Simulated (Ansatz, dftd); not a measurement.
Reaction: SeCl2 (chloro selenohypochlorite, SMILES Cl[Se]Cl) → SeCl2+ (parent SMILES Cl[Se]Cl, doublet) + e-
Each species at its own B3LYP-D3(BJ)/def2-TZVP minimum (Ansatz, a program for electronic structure).

Wanted: adiabatic ionisation energy (electronic), in eV. Radicals and triplets start from unrestricted determinants; spin-orbit coupling is neglected. Correlated methods leave the cores frozen (noble-gas shells, and filled d and f shells in the p block). No relativity. CBS(X,Y): correlation extrapolated as X^-3, Hartree-Fock from the larger set. A bracket is a step between two methods taken in the basis named. The spin of Cl2Se+ (parent SMILES Cl[Se]Cl, doublet) was assumed, and the state is the lowest solution found for it.

| level | program | adiabatic ionisation energy (eV) | difference against the last row |
|---|---|---|---|
| PBE-D4/def2-TZVPD | Ansatz + dftd4 | 8.96 | -0.39 |
| B3LYP-D3(BJ)/def2-TZVPD | Ansatz + dftd3 | 9.21 | -0.14 |
| wB97X-V/def2-TZVPD | Ansatz | 9.29 | -0.06 |
| CCSD/def2-QZVPP | Ansatz | 9.29 | -0.06 |
| CCSDT(Q)/def2-SVP | Ansatz | 8.94 | -0.41 |
| CCSD(T)/CBS(def2-TZVPP,def2-QZVPP) + [CCSDT(Q) - CCSD(T)]/def2-SVP | Ansatz | 9.35 | 0.00 |
